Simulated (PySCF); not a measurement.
A calculated (wB97X, PySCF 2.14, x2c-QZVPPall with one added diffuse shell each of s, p, d, f type, the spin-free X2C one-electron Hamiltonian (Gaussian nucleus)) atom or ion has these occupied shells.

```
shell  electrons  orbital energy (eV)  rms radius, mean of both spins (bohr)
 1s β          1              -3976.4                                 0.0889
 1s α          1              -3976.4                                 0.0889
 2s α          1              -428.19                                  0.396
 2s β          1              -428.08                                  0.396
 2p α          3              -346.73                                  0.364
 2p β          3              -346.64                                  0.364
 3s α          1              -56.345                                   1.26
 3s β          1              -55.788                                   1.26
 3p α          3              -36.173                                   1.40
 3p β          3              -35.517                                   1.40
 3d α          1               -9.322                                   2.65
```

(1) Name the element and its charge.

Answers

(1) Ca⁺ (calcium, charge +1), in [Ar] 3d1, 2D determinant (an excited configuration).
